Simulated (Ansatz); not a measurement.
Steps of a relaxation of CH4AlFO2 with RKS PBE0-D4/def2-TZVP.

```sh
$ ansatz run in.yaml --threads 2 --pin off --events-out ev --progress --plain --max-ram 4352MiB
```

```yaml
crystal:
  periodic: [false, false, false]
  atoms:
    - {symbol: O, position_ang: [-0.758816, 1.261364, 1.660456]}
    - {symbol: Al, position_ang: [0.281074, 0.892802, 0.326244]}
    - {symbol: C, position_ang: [-0.031377, -1.018952, -0.282810]}
    - {symbol: O, position_ang: [0.792863, -1.696880, -1.033350]}
    - {symbol: F, position_ang: [-0.596520, 0.757255, -1.218583]}
    - {symbol: H, position_ang: [-0.609157, 2.024389, 2.237842]}
    - {symbol: H, position_ang: [1.751534, 1.502065, 0.195943]}
    - {symbol: H, position_ang: [-1.081712, -1.397225, -0.312172]}
    - {symbol: H, position_ang: [0.340810, -2.371218, -1.590770]}
basis:
  gaussian: {orbitals: def2-TZVP}
hamiltonian: {xc: pbe0, dispersion: d4}
relax: {f_tol: 0.005, max_steps: 150}
```

Positions (Å) and forces (eV/Å) along the path, 15 of 31 steps:

```xyz
9
step=1 energy=-14503.7320 eV
O    -0.759    1.261    1.660    0.434    0.403    0.002
Al    0.281    0.893    0.326   -0.506    0.125   -0.174
C    -0.031   -1.019   -0.283    0.010   -0.548   -0.332
O     0.793   -1.697   -1.033   -0.904   -0.061    0.044
F    -0.597    0.757   -1.219    0.309    0.090    0.477
H    -0.609    2.024    2.238   -0.063   -0.578   -0.448
H     1.752    1.502    0.196   -0.192   -0.077    0.047
H    -1.082   -1.397   -0.312    0.577    0.173   -0.015
H     0.341   -2.371   -1.591    0.336    0.471    0.400
9
step=3 energy=-14503.7843 eV
O    -0.756    1.242    1.625   -0.006   -0.029   -0.016
Al    0.264    0.904    0.296   -0.109    0.056   -0.127
C    -0.032   -1.015   -0.278    0.163   -0.127    0.113
O     0.776   -1.697   -1.013   -0.002    0.106    0.000
F    -0.577    0.806   -1.227    0.022    0.080    0.048
H    -0.579    1.961    2.225    0.004    0.028    0.049
H     1.720    1.511    0.206    0.053    0.007    0.012
H    -1.061   -1.391   -0.296   -0.108    0.002   -0.040
H     0.333   -2.367   -1.554   -0.018   -0.122   -0.039
9
step=5 energy=-14503.7995 eV
O    -0.760    1.225    1.603   -0.067    0.074    0.167
Al    0.235    0.942    0.246    0.154    0.069   -0.063
C    -0.027   -1.013   -0.285    0.019   -0.011   -0.080
O     0.778   -1.708   -1.002   -0.035   -0.106    0.025
F    -0.597    0.940   -1.256   -0.040    0.029   -0.038
H    -0.548    1.889    2.258   -0.022   -0.066   -0.052
H     1.716    1.510    0.204   -0.008   -0.006   -0.002
H    -1.060   -1.389   -0.305   -0.044   -0.054    0.023
H     0.352   -2.442   -1.479    0.043    0.071    0.019
9
step=7 energy=-14503.8059 eV
O    -0.758    1.193    1.587    0.057    0.108    0.112
Al    0.217    0.994    0.189    0.026   -0.047    0.028
C    -0.043   -0.994   -0.319    0.010   -0.073   -0.009
O     0.783   -1.733   -0.963   -0.102   -0.101   -0.026
F    -0.621    1.103   -1.292   -0.019    0.046   -0.013
H    -0.521    1.791    2.297   -0.040   -0.124   -0.164
H     1.718    1.518    0.183   -0.039   -0.006   -0.007
H    -1.072   -1.395   -0.320    0.051    0.025   -0.006
H     0.385   -2.522   -1.378    0.055    0.172    0.084
9
step=10 energy=-14503.8118 eV
O    -0.743    1.099    1.545    0.052   -0.010   -0.018
Al    0.190    1.050    0.096   -0.139    0.096   -0.049
C    -0.067   -0.960   -0.368    0.074   -0.155   -0.201
O     0.790   -1.762   -0.878   -0.056    0.001    0.029
F    -0.662    1.406   -1.328    0.099   -0.073    0.175
H    -0.475    1.607    2.309   -0.011   -0.026   -0.071
H     1.706    1.516    0.131    0.033    0.001   -0.003
H    -1.084   -1.383   -0.344   -0.050   -0.009    0.037
H     0.434   -2.619   -1.180   -0.002    0.175    0.100
9
step=11 energy=-14503.8145 eV
O    -0.737    1.066    1.533    0.076    0.008   -0.042
Al    0.188    1.064    0.074   -0.170    0.060   -0.029
C    -0.073   -0.946   -0.387   -0.124    0.009   -0.020
O     0.787   -1.760   -0.857    0.154   -0.245   -0.121
F    -0.667    1.460   -1.334    0.094   -0.042    0.169
H    -0.469    1.558    2.308   -0.014   -0.030   -0.081
H     1.708    1.521    0.118    0.025    0.007   -0.003
H    -1.086   -1.377   -0.346   -0.062    0.023    0.028
H     0.438   -2.633   -1.125    0.021    0.210    0.100
9
step=16 energy=-14503.8632 eV
O    -0.657    0.683    1.299    0.106    0.128    0.334
Al    0.170    1.189   -0.159    0.149   -0.152    0.082
C    -0.110   -0.825   -0.539    0.319   -0.444    0.050
O     0.790   -1.757   -0.548   -0.653   -0.019    0.062
F    -0.751    1.999   -1.279   -0.117    0.060   -0.091
H    -0.332    0.919    2.177   -0.105   -0.173   -0.408
H     1.690    1.632   -0.035   -0.007    0.007    0.010
H    -1.139   -1.219   -0.463    0.127    0.031   -0.022
H     0.428   -2.668   -0.470    0.182    0.562   -0.018
9
step=22 energy=-14503.9994 eV
O    -0.579    0.318    0.971    0.492   -0.499    0.457
Al    0.228    1.276   -0.393    0.103    0.146   -0.098
C    -0.137   -0.655   -0.465   -0.642    0.076    0.298
O     0.709   -1.610   -0.077    0.042   -0.273   -0.011
F    -0.870    2.221   -1.207    0.065   -0.089    0.091
H    -0.011   -0.045    1.683   -0.456    0.469   -0.590
H     1.660    1.870   -0.080   -0.066   -0.048    0.004
H    -1.164   -1.007   -0.663    0.413    0.012   -0.048
H     0.251   -2.414    0.214    0.049    0.205   -0.104
9
step=24 energy=-14504.0480 eV
O    -0.566    0.217    0.919    0.008    0.044    0.122
Al    0.258    1.286   -0.465   -0.013   -0.063   -0.010
C    -0.185   -0.612   -0.370   -0.006   -0.066   -0.107
O     0.696   -1.594   -0.015    0.074    0.038   -0.101
F    -0.882    2.246   -1.185    0.011    0.024    0.001
H     0.040   -0.105    1.599   -0.049    0.096    0.072
H     1.652    1.903   -0.059   -0.039   -0.055    0.003
H    -1.155   -0.994   -0.699    0.067   -0.003    0.018
H     0.231   -2.392    0.259   -0.054   -0.016    0.001
9
step=25 energy=-14504.0554 eV
O    -0.573    0.239    0.935    0.008   -0.094   -0.096
Al    0.247    1.281   -0.453   -0.029   -0.009   -0.020
C    -0.182   -0.620   -0.381    0.024   -0.048   -0.003
O     0.704   -1.596   -0.036   -0.031    0.080   -0.041
F    -0.879    2.248   -1.190    0.036   -0.004    0.023
H     0.027   -0.065    1.627   -0.013    0.044    0.045
H     1.653    1.872   -0.060   -0.012   -0.015    0.007
H    -1.154   -1.006   -0.696    0.041    0.027    0.085
H     0.245   -2.399    0.236   -0.023    0.019    0.000
9
step=26 energy=-14504.0576 eV
O    -0.576    0.240    0.926    0.007   -0.052    0.019
Al    0.243    1.275   -0.453   -0.031    0.083   -0.061
C    -0.181   -0.624   -0.387   -0.109   -0.006   -0.028
O     0.709   -1.590   -0.050    0.055   -0.058    0.021
F    -0.874    2.255   -1.188    0.040   -0.010    0.017
H     0.020   -0.048    1.629   -0.003    0.018    0.038
H     1.651    1.852   -0.051    0.007   -0.002    0.001
H    -1.158   -1.015   -0.677    0.026    0.016   -0.008
H     0.255   -2.392    0.233    0.008    0.012    0.001
9
step=27 energy=-14504.0584 eV
O    -0.581    0.233    0.925    0.006   -0.006    0.006
Al    0.238    1.277   -0.457   -0.005   -0.013   -0.025
C    -0.187   -0.626   -0.386   -0.037    0.102   -0.036
O     0.714   -1.585   -0.052    0.024   -0.060    0.017
F    -0.869    2.272   -1.184    0.019   -0.011    0.012
H     0.015   -0.046    1.631   -0.005    0.002    0.015
H     1.654    1.839   -0.056   -0.018   -0.004    0.002
H    -1.161   -1.022   -0.678    0.006   -0.010    0.010
H     0.266   -2.388    0.240    0.012    0.000   -0.001
9
step=28 energy=-14504.0580 eV rejected
O    -0.581    0.232    0.922    0.016    0.001    0.003
Al    0.237    1.276   -0.462   -0.004    0.021   -0.005
C    -0.190   -0.625   -0.388    0.098   -0.120    0.079
O     0.718   -1.588   -0.056   -0.128    0.137   -0.043
F    -0.866    2.279   -1.183    0.012   -0.013    0.000
H     0.013   -0.041    1.631    0.001   -0.012    0.001
H     1.651    1.834   -0.051    0.000    0.000   -0.005
H    -1.165   -1.024   -0.671    0.009   -0.023   -0.023
H     0.272   -2.389    0.241   -0.004    0.009   -0.007
9
step=29 energy=-14504.0586 eV
O    -0.579    0.233    0.925   -0.010    0.004   -0.005
Al    0.238    1.276   -0.461    0.000   -0.003    0.000
C    -0.188   -0.625   -0.385   -0.019    0.041   -0.001
O     0.714   -1.585   -0.052    0.033   -0.027   -0.003
F    -0.867    2.275   -1.183    0.004   -0.008    0.001
H     0.012   -0.047    1.634    0.003   -0.002    0.005
H     1.652    1.839   -0.057    0.001   -0.001    0.001
H    -1.161   -1.023   -0.676   -0.007   -0.009    0.002
H     0.268   -2.390    0.238   -0.004    0.005    0.000
9
step=31 energy=-14504.0587 eV
O    -0.580    0.233    0.925    0.000    0.002   -0.001
Al    0.238    1.276   -0.461    0.000   -0.001    0.001
C    -0.190   -0.624   -0.385    0.001    0.000    0.002
O     0.715   -1.584   -0.055    0.000    0.002    0.000
F    -0.865    2.275   -1.185    0.000    0.000    0.000
H     0.011   -0.047    1.635    0.000   -0.001    0.000
H     1.652    1.837   -0.055    0.000   -0.001    0.000
H    -1.163   -1.024   -0.673    0.000   -0.001    0.000
H     0.270   -2.388    0.237    0.000    0.000    0.000
```

Hardware: 2 threads of an Arm Neoverse V2 on a shared host. Wall time 110 s, peak host memory 0.42 GiB.
